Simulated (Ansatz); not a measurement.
One change: `Cl[CH2][ZnH]` becomes `ClCI`.

Ansatz, PBE0-D4/def2-TZVP geometries, multiplicity 1. 

Elements past krypton have def2 core potentials. Scalar relativity is left out up to krypton.

| property | `Cl[CH2][ZnH]` |
| --- | --- |
| HOMO energy (B3LYP/def2-TZVPP) / eV | -7.07 |
| HOMO energy (PBE0/def2-TZVPP) / eV | -7.28 |
| LUMO energy (PBE0/def2-TZVPP) / eV | -0.69 |
| HOMO–LUMO gap (PBE0/def2-TZVPP) / eV | 6.58 |
| HOMO–LUMO gap (ωB97M-V/def2-TZVPP) / eV | 10.19 |
| HOMO–LUMO gap (B3LYP/def2-TZVPP) / eV | 6.10 |

(1) Give the same properties after the change, and the shifts. (Best estimate.)

## Answers

(1) The calculation gave: 
```json
{"property": "HOMO energy (B3LYP/def2-TZVPP) / eV", "`ClCI`": "-7.39", "shift": "-0.32"}
{"property": "HOMO energy (PBE0/def2-TZVPP) / eV", "`ClCI`": "-7.64", "shift": "-0.36"}
{"property": "LUMO energy (PBE0/def2-TZVPP) / eV", "`ClCI`": "-1.39", "shift": "-0.70"}
{"property": "HOMO–LUMO gap (PBE0/def2-TZVPP) / eV", "`ClCI`": "6.24", "shift": "-0.34"}
{"property": "HOMO–LUMO gap (ωB97M-V/def2-TZVPP) / eV", "`ClCI`": "10.41", "shift": "0.22"}
{"property": "HOMO–LUMO gap (B3LYP/def2-TZVPP) / eV", "`ClCI`": "5.75", "shift": "-0.35"}
```

With PBE0 the HOMO falls by 0.36 eV and the LUMO falls by 0.70 eV, so the gap narrows by about 0.34 eV. PBE moves the HOMO by -0.39 eV and ωB97M-V by -0.35 eV. The zero-point energy changes by -13.8 kJ/mol with -3 modes.

B3LYP here is the variant with VWN-RPA as its local correlation; programs differ in this.

Spin–orbit coupling is left out; it splits and shifts lone-pair levels of the heavy atoms by tenths of an eV.
